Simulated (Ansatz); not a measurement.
Relative stability

The two ends of one reaction step of ZnH$_{4}$SO$_{2}$, singlet (PBE0-D4/def2-TZVP).

A:

| atom | x (Å) | y (Å) | z (Å) |
| --- | --- | --- | --- |
| Zn1 | 0.4967 | 0.0922 | -0.5967 |
| S2 | 2.6331 | 0.2524 | -0.2549 |
| O3 | -1.1666 | 0.1118 | -1.3390 |
| H4 | -0.9197 | 0.3493 | 1.8398 |
| O5 | -0.7873 | -0.3099 | 1.1535 |
| H6 | 2.5480 | -0.3215 | 0.9574 |
| H7 | -1.2714 | 0.0648 | -2.2880 |
| H8 | -1.5327 | -0.2392 | 0.5280 |

B:

Zn1  (-0.770, -0.045, -0.407)
S2  (1.755, 0.601, 0.355)
O3  (-0.953, -0.286, -2.168)
H4  (1.044, 0.454, 1.495)
O5  (-1.072, 0.028, 1.371)
H6  (2.180, -0.673, 0.372)
H7  (-0.212, 0.045, -2.679)
H8  (-1.973, -0.125, 1.661)
(Å)

Ansatz 0.2.0; basis: def2-TZVPP; cores frozen in the correlated methods. The 3s and 3p shells of Cu and Zn are frozen; filled d shells are correlated. B3LYP uses VWN-RPA correlation.

**Question.** Which structure is lower at CCSD(T), and by how much? (To be estimated.)

**Answer.** By the calculation: A, by 0.888 eV (electronic energy, against the other). By their contacts, A is ZnH₄SO₂ ([OH][Zn]([OH2])[SH]) and B is ZnH₄SO₂ ([OH][Zn]([OH])[SH2]).

All methods give the same order:

```
      method  E(B) − E(A) (eV)
       SPW92             0.908
      PBE-D4             0.833
     BLYP-D4             0.754
   r2SCAN-D4             0.897
      B97M-V             0.882
     PBE0-D4             0.941
    B3LYP-D4             0.855
  r2SCAN0-D4             0.982
    BHLYP-D4             0.959
CAM-B3LYP-D4             0.879
     wB97X-V             0.889
     wB97M-V             0.934
      B2PLYP             0.868
    PBE-QIDH             0.965
  RPA on PBE             0.795
          HF             1.046
         MP2             0.883
        CCSD             0.905
     CCSD(T)             0.888
```

T1 diagnostic: at most 0.016.

Labels in which every atom is bracketed show which atoms are joined, not bond orders.

For scale, one of the runs: CCSD(T)/def2-TZVPP, 224 basis functions, launched by `ansatz run in.yaml --threads 8 --pin off --events-out ev --progress --plain --max-ram 19148MiB`. Hardware: 8 CPU threads of an Arm Neoverse V1, shared host. Wall time 72 s; peak host memory 3.6 GiB.
